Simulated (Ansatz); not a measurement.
Conformers of `CO[SiH2][SiH2]F`, each relaxed with PBE0-D4/def2-TZVP in Ansatz. CBS adds the triple-zeta coupled-cluster correction to the MP2 limit.

Not all of them had a frequency check.

Conformer A:

Cartesian coordinates in Å:
```
C -0.434 -0.008 -1.941
O 0.008 -1.033 -1.077
Si -0.284 -1.012 0.542
Si 0.803 0.779 1.619
F 0.264 2.175 1.022
H -0.001 0.962 -1.673
H -1.526 0.083 -1.926
H -0.120 -0.261 -2.955
H 0.237 -2.293 1.083
H -1.750 -0.919 0.814
H 2.275 0.752 1.411
H 0.528 0.774 3.082
```

Conformer B:

Cartesian coordinates in Å:
```
C 1.657 1.006 1.244
O 0.414 0.723 0.641
Si 0.194 -0.538 -0.391
Si -2.065 -0.547 -1.016
F -2.994 -0.932 0.237
H 2.414 1.263 0.495
H 2.020 0.155 1.831
H 1.526 1.859 1.913
H 0.592 -1.825 0.253
H 1.039 -0.385 -1.615
H -2.295 -1.563 -2.078
H -2.501 0.783 -1.515
```

(1) Which is lowest in electronic energy at CCSD(T)/CBS (frozen core, def2 sets), and by how much? (Estimate.)

(2) Give the energies relative to B (kJ/mol) with PBE-D4/def2-TZVPP, PBE0-D4/def2-TZVPP, HF/def2-TZVPP, SCS-MP2/def2-TZVPP, CCSD/def2-TZVPP, HF/def2-QZVPP, CCSD/CBS(def2). (Best estimate.)

## Answers

(1) The calculation gave: B; A lies 0.6 kJ/mol higher. Gaps under about 2 kJ/mol don't settle the order.

(2) The calculation gave: 
```
             level     A
 PBE-D4/def2-TZVPP  -0.9
PBE0-D4/def2-TZVPP  -0.2
     HF/def2-TZVPP   3.0
SCS-MP2/def2-TZVPP   1.2
   CCSD/def2-TZVPP   1.1
     HF/def2-QZVPP   3.0
    CCSD/CBS(def2)   1.0
```
